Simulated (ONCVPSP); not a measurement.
How hard is this Ba ONCV potential?

| Property | Result |
| --- | --- |
| Element | barium (Ba) |
| Generator | ONCVPSP 4.0.1 |
| Type | optimised norm-conserving Vanderbilt (ONCV) |
| Functional | PBE |
| Relativity | scalar-relativistic |
| Frozen core | [Kr] 4d10 |
| Valence charge | 10 |
| Reference configuration | 5s2 5p6 6s2 |
| Partial waves | 5s+6s: rc 3.05 bohr, ncon 4, nbas 7, qcut 4.6 1/bohr, 2 projectors; 5p: rc 2.45 bohr, ncon 3, nbas 6, qcut 6.4 1/bohr, 2 projectors, debl 2.7 Ha; d scattering state at 0.19 Ha: rc 2.35 bohr, ncon 4, nbas 8, qcut 4.7 1/bohr, 3 projectors, debl 3 Ha |
| Local potential | polynomial inside 2.15 bohr (lpopt 5, dvloc0 0 Ha) |
| Core correction | Teter function, fcfact 2.25, rcfact 1.7 |

In the d channel the program set the typed energies aside and used 0.050, 3.050, 6.050 Ha.

For each optimised wave give the share of its norm inside rc, the residual kinetic energy above qcut (Ha) and the cutoffs (Ha) for errors of 10, 1, 0.1 and 0.01 mHa per electron.

| wave | norm inside rc | residual KE | 10 mHa | 1 mHa | 0.1 mHa | 0.01 mHa |
| --- | --- | --- | --- | --- | --- | --- |
| 5s | 0.984 | 7.0e-08 | 1.9 | 5.3 | 7.0 | 8.3 |
| 6s | 0.117 | 2.0e-07 | 1.6 | 5.1 | 7.2 | 8.6 |
| 5p | 0.809 | 4.1e-08 | 7.3 | 11.2 | 13.9 | 16.1 |
| p projector 2 | 0.212 | 7.1e-07 | 10.1 | 14.4 | 16.9 | 18.9 |
| d projector 1 | 0.058 | 1.1e-06 | 2.5 | 4.0 | 5.3 | 7.0 |
| d projector 2 | 0.121 | 1.2e-04 | 6.1 | 7.2 | 12.1 | 35.4 |
| d projector 3 | 0.124 | 7.7e-03 | 9.9 | 14.4 | 34.4 | 68.0 |

The occupied waves need 11 Ha and 14 Ha for 1 and 0.1 mHa.
